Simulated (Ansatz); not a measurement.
A short molecular-dynamics run on F₂H₃SSi₂, SMILES `F[SiH]S[SiH2]F` radical.

```yaml
crystal:
  periodic: [false, false, false]
  atoms:
    - {symbol: F, position_ang: [0.323377, 0.194000, -2.511754]}
    - {symbol: Si, position_ang: [-0.195114, 1.131284, -1.321166]}
    - {symbol: S, position_ang: [-1.333363, 0.018163, 0.090901]}
    - {symbol: Si, position_ang: [0.314067, -0.775564, 1.177791]}
    - {symbol: F, position_ang: [0.769123, 0.237809, 2.322063]}
    - {symbol: H, position_ang: [-1.106567, 2.141251, -1.926290]}
    - {symbol: H, position_ang: [-0.152315, -2.017106, 1.828793]}
    - {symbol: H, position_ang: [1.472993, -0.986936, 0.283761]}
basis:
  gaussian: {orbitals: def2-SVP}
magnetization: {spin_polarized: true, initial_magnetization: 1}
hamiltonian: {xc: {name: revPBE}}
md: {timestep: 0.5 fs, n_steps: 20, ensemble: nvt_nose_hoover, temperature: 1000, initial_velocities: maxwell_boltzmann, seed: 736}
```

```sh
$ ansatz run in.yaml --threads 4 --pin off --events-out ev --progress --plain --max-ram 10444MiB
```

```json
{"step": "0", "time (fs)": "0.0", "potential energy (eV)": "-32056.1856", "kinetic (eV)": "0.7756", "T (K)": "1000", "conserved (eV)": "-32055.4100"}
{"step": "1", "time (fs)": "0.5", "potential energy (eV)": "-32056.1726", "kinetic (eV)": "0.7627", "T (K)": "983", "conserved (eV)": "-32055.4099"}
{"step": "2", "time (fs)": "1.0", "potential energy (eV)": "-32056.1403", "kinetic (eV)": "0.7307", "T (K)": "942", "conserved (eV)": "-32055.4095"}
{"step": "3", "time (fs)": "1.5", "potential energy (eV)": "-32056.0946", "kinetic (eV)": "0.6857", "T (K)": "884", "conserved (eV)": "-32055.4090"}
{"step": "4", "time (fs)": "2.0", "potential energy (eV)": "-32056.0449", "kinetic (eV)": "0.6366", "T (K)": "821", "conserved (eV)": "-32055.4083"}
{"step": "5", "time (fs)": "2.5", "potential energy (eV)": "-32056.0012", "kinetic (eV)": "0.5935", "T (K)": "765", "conserved (eV)": "-32055.4078"}
{"step": "6", "time (fs)": "3.0", "potential energy (eV)": "-32055.9718", "kinetic (eV)": "0.5643", "T (K)": "728", "conserved (eV)": "-32055.4075"}
{"step": "7", "time (fs)": "3.5", "potential energy (eV)": "-32055.9608", "kinetic (eV)": "0.5533", "T (K)": "713", "conserved (eV)": "-32055.4076"}
{"step": "8", "time (fs)": "4.0", "potential energy (eV)": "-32055.9674", "kinetic (eV)": "0.5596", "T (K)": "722", "conserved (eV)": "-32055.4079"}
{"step": "9", "time (fs)": "4.5", "potential energy (eV)": "-32055.9865", "kinetic (eV)": "0.5783", "T (K)": "746", "conserved (eV)": "-32055.4084"}
{"step": "10", "time (fs)": "5.0", "potential energy (eV)": "-32056.0105", "kinetic (eV)": "0.6019", "T (K)": "776", "conserved (eV)": "-32055.4089"}
{"step": "11", "time (fs)": "5.5", "potential energy (eV)": "-32056.0319", "kinetic (eV)": "0.6230", "T (K)": "803", "conserved (eV)": "-32055.4092"}
{"step": "12", "time (fs)": "6.0", "potential energy (eV)": "-32056.0448", "kinetic (eV)": "0.6358", "T (K)": "820", "conserved (eV)": "-32055.4094"}
{"step": "13", "time (fs)": "6.5", "potential energy (eV)": "-32056.0461", "kinetic (eV)": "0.6371", "T (K)": "821", "conserved (eV)": "-32055.4094"}
{"step": "14", "time (fs)": "7.0", "potential energy (eV)": "-32056.0349", "kinetic (eV)": "0.6261", "T (K)": "807", "conserved (eV)": "-32055.4093"}
{"step": "15", "time (fs)": "7.5", "potential energy (eV)": "-32056.0126", "kinetic (eV)": "0.6040", "T (K)": "779", "conserved (eV)": "-32055.4091"}
{"step": "16", "time (fs)": "8.0", "potential energy (eV)": "-32055.9813", "kinetic (eV)": "0.5730", "T (K)": "739", "conserved (eV)": "-32055.4089"}
{"step": "17", "time (fs)": "8.5", "potential energy (eV)": "-32055.9439", "kinetic (eV)": "0.5359", "T (K)": "691", "conserved (eV)": "-32055.4087"}
{"step": "18", "time (fs)": "9.0", "potential energy (eV)": "-32055.9030", "kinetic (eV)": "0.4953", "T (K)": "639", "conserved (eV)": "-32055.4086"}
{"step": "19", "time (fs)": "9.5", "potential energy (eV)": "-32055.8613", "kinetic (eV)": "0.4537", "T (K)": "585", "conserved (eV)": "-32055.4084"}
{"step": "20", "time (fs)": "10.0", "potential energy (eV)": "-32055.8212", "kinetic (eV)": "0.4139", "T (K)": "534", "conserved (eV)": "-32055.4083"}
```

Velocities are drawn at the set temperature; a run this short doesn't reach equilibrium.

Frames (Å, forces in eV/Å):

```xyz
8
time=0.0 fs
F     0.323    0.194   -2.512    0.592   -0.990   -1.274
Si   -0.195    1.131   -1.321   -0.021    1.080    0.882
S    -1.333    0.018    0.091   -0.803   -0.105    0.108
Si    0.314   -0.776    1.178   -0.169   -0.930   -0.742
F     0.769    0.238    2.322    0.507    1.098    1.256
H    -1.107    2.141   -1.926   -0.253    0.270   -0.118
H    -0.152   -2.017    1.829   -0.132   -0.331    0.125
H     1.473   -0.987    0.284    0.279   -0.093   -0.236
8
time=0.5 fs
F     0.327    0.192   -2.508    0.551   -0.912   -1.206
Si   -0.198    1.133   -1.319    0.252    0.821    0.920
S    -1.332    0.018    0.089   -0.871   -0.116    0.145
Si    0.312   -0.777    1.177    0.225   -0.607   -1.062
F     0.771    0.240    2.320    0.511    1.026    1.147
H    -1.100    2.134   -1.910   -0.448    0.479   -0.266
H    -0.145   -1.999    1.822   -0.281   -0.689    0.331
H     1.469   -1.012    0.257    0.063   -0.002   -0.008
8
time=1.0 fs
F     0.330    0.190   -2.505    0.504   -0.827   -1.130
Si   -0.202    1.134   -1.317    0.525    0.560    0.944
S    -1.331    0.018    0.088   -0.939   -0.127    0.183
Si    0.310   -0.778    1.176    0.603   -0.281   -1.372
F     0.773    0.243    2.318    0.509    0.947    1.032
H    -1.095    2.127   -1.895   -0.639    0.682   -0.409
H    -0.139   -1.982    1.816   -0.428   -1.045    0.538
H     1.465   -1.037    0.231   -0.136    0.090    0.214
8
time=1.5 fs
F     0.334    0.188   -2.502    0.454   -0.737   -1.048
Si   -0.205    1.136   -1.315    0.783    0.316    0.947
S    -1.330    0.019    0.086   -1.005   -0.141    0.221
Si    0.307   -0.780    1.175    0.947    0.022   -1.650
F     0.776    0.246    2.317    0.502    0.862    0.914
H    -1.091    2.123   -1.880   -0.810    0.865   -0.536
H    -0.133   -1.968    1.811   -0.562   -1.369    0.731
H     1.460   -1.061    0.205   -0.309    0.182    0.421
8
time=2.0 fs
F     0.337    0.185   -2.498    0.399   -0.642   -0.961
Si   -0.208    1.137   -1.313    1.012    0.105    0.921
S    -1.328    0.019    0.085   -1.071   -0.155    0.260
Si    0.305   -0.781    1.174    1.240    0.269   -1.871
F     0.778    0.248    2.315    0.490    0.772    0.793
H    -1.090    2.120   -1.867   -0.947    1.010   -0.640
H    -0.129   -1.958    1.809   -0.670   -1.629    0.892
H     1.455   -1.086    0.181   -0.452    0.270    0.606
8
time=2.5 fs
F     0.341    0.183   -2.495    0.342   -0.544   -0.871
Si   -0.212    1.139   -1.311    1.196   -0.054    0.860
S    -1.327    0.019    0.084   -1.137   -0.171    0.300
Si    0.303   -0.782    1.173    1.468    0.433   -2.016
F     0.780    0.251    2.314    0.473    0.677    0.669
H    -1.090    2.120   -1.855   -1.037    1.102   -0.712
H    -0.126   -1.951    1.808   -0.741   -1.794    1.002
H     1.449   -1.109    0.157   -0.564    0.351    0.768
8
time=3.0 fs
F     0.345    0.180   -2.492    0.282   -0.444   -0.779
Si   -0.215    1.140   -1.309    1.325   -0.150    0.759
S    -1.327    0.019    0.082   -1.201   -0.188    0.339
Si    0.302   -0.784    1.172    1.626    0.491   -2.071
F     0.783    0.254    2.312    0.451    0.578    0.545
H    -1.093    2.122   -1.845   -1.069    1.129   -0.746
H    -0.126   -1.948    1.809   -0.768   -1.842    1.049
H     1.442   -1.132    0.136   -0.645    0.425    0.903
8
time=3.5 fs
F     0.349    0.178   -2.490    0.221   -0.344   -0.685
Si   -0.217    1.142   -1.306    1.394   -0.178    0.620
S    -1.326    0.019    0.081   -1.266   -0.205    0.378
Si    0.300   -0.785    1.170    1.711    0.437   -2.032
F     0.785    0.257    2.311    0.426    0.477    0.420
H    -1.099    2.127   -1.837   -1.040    1.088   -0.742
H    -0.127   -1.950    1.814   -0.749   -1.765    1.028
H     1.433   -1.154    0.116   -0.697    0.491    1.013
8
time=4.0 fs
F     0.352    0.175   -2.487    0.160   -0.245   -0.592
Si   -0.220    1.143   -1.304    1.404   -0.139    0.445
S    -1.325    0.019    0.079   -1.329   -0.223    0.417
Si    0.298   -0.786    1.169    1.729    0.278   -1.902
F     0.788    0.260    2.310    0.397    0.373    0.296
H    -1.107    2.135   -1.831   -0.952    0.981   -0.703
H    -0.129   -1.956    1.820   -0.688   -1.572    0.941
H     1.422   -1.174    0.100   -0.721    0.547    1.098
8
time=4.5 fs
F     0.356    0.173   -2.484    0.099   -0.147   -0.499
Si   -0.223    1.145   -1.302    1.365   -0.043    0.243
S    -1.324    0.019    0.078   -1.392   -0.241    0.455
Si    0.297   -0.787    1.167    1.689    0.039   -1.694
F     0.791    0.264    2.309    0.366    0.268    0.172
H    -1.117    2.145   -1.826   -0.815    0.818   -0.634
H    -0.134   -1.966    1.829   -0.592   -1.288    0.800
H     1.409   -1.194    0.085   -0.720    0.594    1.157
8
time=5.0 fs
F     0.360    0.170   -2.482    0.038   -0.051   -0.407
Si   -0.226    1.146   -1.299    1.289    0.094    0.023
S    -1.324    0.019    0.077   -1.453   -0.259    0.492
Si    0.296   -0.788    1.165    1.605   -0.249   -1.425
F     0.793    0.267    2.308    0.334    0.162    0.050
H    -1.130    2.157   -1.823   -0.642    0.616   -0.545
H    -0.140   -1.979    1.840   -0.474   -0.944    0.621
H     1.395   -1.211    0.074   -0.696    0.631    1.191
8
time=5.5 fs
F     0.364    0.167   -2.479   -0.021    0.042   -0.317
Si   -0.228    1.148   -1.297    1.188    0.257   -0.206
S    -1.323    0.019    0.076   -1.512   -0.276    0.527
Si    0.294   -0.790    1.163    1.487   -0.553   -1.115
F     0.796    0.270    2.306    0.299    0.057   -0.070
H    -1.144    2.170   -1.821   -0.448    0.391   -0.444
H    -0.147   -1.994    1.852   -0.345   -0.574    0.423
H     1.379   -1.228    0.065   -0.648    0.657    1.200
8
time=6.0 fs
F     0.368    0.165   -2.477   -0.078    0.131   -0.229
Si   -0.230    1.149   -1.294    1.078    0.428   -0.433
S    -1.323    0.019    0.074   -1.568   -0.293    0.562
Si    0.293   -0.791    1.160    1.346   -0.843   -0.778
F     0.799    0.273    2.305    0.264   -0.047   -0.188
H    -1.158    2.184   -1.820   -0.248    0.159   -0.340
H    -0.155   -2.011    1.865   -0.216   -0.206    0.222
H     1.362   -1.243    0.059   -0.577    0.672    1.184
8
time=6.5 fs
F     0.371    0.162   -2.474   -0.134    0.217   -0.144
Si   -0.233    1.151   -1.292    0.968    0.594   -0.652
S    -1.323    0.019    0.073   -1.621   -0.309    0.594
Si    0.292   -0.792    1.158    1.188   -1.098   -0.427
F     0.801    0.277    2.304    0.228   -0.150   -0.303
H    -1.174    2.199   -1.820   -0.052   -0.066   -0.239
H    -0.163   -2.028    1.879   -0.094    0.139    0.029
H     1.343   -1.256    0.056   -0.484    0.673    1.141
8
time=7.0 fs
F     0.375    0.159   -2.472   -0.186    0.299   -0.062
Si   -0.235    1.152   -1.289    0.867    0.745   -0.858
S    -1.323    0.019    0.072   -1.669   -0.323    0.625
Si    0.292   -0.794    1.156    1.017   -1.302   -0.069
F     0.804    0.280    2.303    0.193   -0.251   -0.414
H    -1.190    2.214   -1.821    0.130   -0.274   -0.146
H    -0.172   -2.045    1.893    0.015    0.445   -0.146
H     1.323   -1.267    0.056   -0.367    0.661    1.069
8
time=7.5 fs
F     0.379    0.157   -2.469   -0.237    0.377    0.017
Si   -0.237    1.154   -1.287    0.781    0.875   -1.046
S    -1.323    0.019    0.071   -1.712   -0.337    0.654
Si    0.291   -0.795    1.153    0.834   -1.447    0.292
F     0.807    0.283    2.301    0.158   -0.349   -0.521
H    -1.205    2.228   -1.822    0.293   -0.459   -0.063
H    -0.180   -2.061    1.907    0.110    0.707   -0.299
H     1.303   -1.277    0.059   -0.227    0.634    0.967
8
time=8.0 fs
F     0.383    0.154   -2.467   -0.284    0.452    0.092
Si   -0.239    1.156   -1.285    0.710    0.979   -1.216
S    -1.323    0.018    0.070   -1.749   -0.349    0.680
Si    0.290   -0.797    1.151    0.639   -1.532    0.656
F     0.810    0.286    2.300    0.123   -0.444   -0.624
H    -1.220    2.240   -1.823    0.434   -0.617    0.007
H    -0.189   -2.075    1.919    0.189    0.923   -0.428
H     1.281   -1.286    0.063   -0.062    0.589    0.833
8
time=8.5 fs
F     0.386    0.152   -2.465   -0.329    0.523    0.164
Si   -0.241    1.157   -1.283    0.657    1.056   -1.367
S    -1.323    0.018    0.069   -1.780   -0.360    0.704
Si    0.290   -0.799    1.149    0.431   -1.557    1.022
F     0.813    0.289    2.299    0.090   -0.535   -0.721
H    -1.233    2.252   -1.824    0.552   -0.748    0.064
H    -0.196   -2.086    1.931    0.253    1.093   -0.533
H     1.260   -1.293    0.070    0.126    0.528    0.668
8
time=9.0 fs
F     0.390    0.150   -2.462   -0.371    0.591    0.232
Si   -0.243    1.159   -1.281    0.621    1.107   -1.497
S    -1.323    0.018    0.068   -1.804   -0.369    0.725
Si    0.289   -0.801    1.147    0.211   -1.525    1.391
F     0.816    0.292    2.297    0.058   -0.623   -0.814
H    -1.245    2.261   -1.825    0.646   -0.852    0.109
H    -0.204   -2.095    1.942    0.303    1.222   -0.616
H     1.238   -1.299    0.078    0.336    0.449    0.470
8
time=9.5 fs
F     0.394    0.147   -2.460   -0.411    0.655    0.295
Si   -0.245    1.161   -1.279    0.600    1.131   -1.608
S    -1.324    0.018    0.067   -1.821   -0.376    0.743
Si    0.289   -0.803    1.145   -0.018   -1.440    1.758
F     0.819    0.295    2.296    0.027   -0.705   -0.900
H    -1.256    2.269   -1.825    0.719   -0.929    0.142
H    -0.210   -2.102    1.951    0.340    1.312   -0.677
H     1.218   -1.303    0.087    0.564    0.353    0.246
8
time=10.0 fs
F     0.397    0.145   -2.457   -0.447    0.716    0.355
Si   -0.247    1.164   -1.277    0.594    1.131   -1.700
S    -1.325    0.018    0.066   -1.830   -0.382    0.758
Si    0.288   -0.805    1.143   -0.250   -1.310    2.118
F     0.821    0.298    2.294   -0.003   -0.783   -0.980
H    -1.265    2.274   -1.826    0.770   -0.982    0.164
H    -0.216   -2.105    1.958    0.364    1.366   -0.717
H     1.199   -1.307    0.097    0.801    0.245    0.002
```

Run time 16 s (4 threads of an Intel Xeon 6975P-C on a shared host); peak host memory 0.19 GiB.
